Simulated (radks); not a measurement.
The copper ion Cu4+, configuration [Ar] 3d(3/2: 4, 5/2: 3). All-electron calculation, Dirac Kohn-Sham, PBE, spin-unpolarised, spherical densities, finite nucleus; Fermi nuclear charge, rms radius 3.8823 fm. Program: a radial shooting solver on a logarithmic mesh with Libxc functionals. Some entries of the table are withheld. Estimate them.

orbital  occ.  eigenvalue (eV)  <1/r> (bohr^-1)
1s1/2       2              (1)              (2)
2s1/2       2        -1134.399            6.359
2p1/2       2        -1002.553            6.312
2p3/2       4        -982.0705            6.172
3s1/2       2        -183.7107            2.038
3p1/2       2        -142.4044              (3)
3p3/2       4        -139.6779              (4)
3d3/2       4         -71.1077            1.599
3d5/2       3         -70.7486            1.591

Answer. 
(1) 1s1/2 eigenvalue (eV): -8919.766
(2) 1s1/2 <1/r> (bohr^-1): 29.16
(3) 3p1/2 <1/r> (bohr^-1): 1.917
(4) 3p3/2 <1/r> (bohr^-1): 1.885
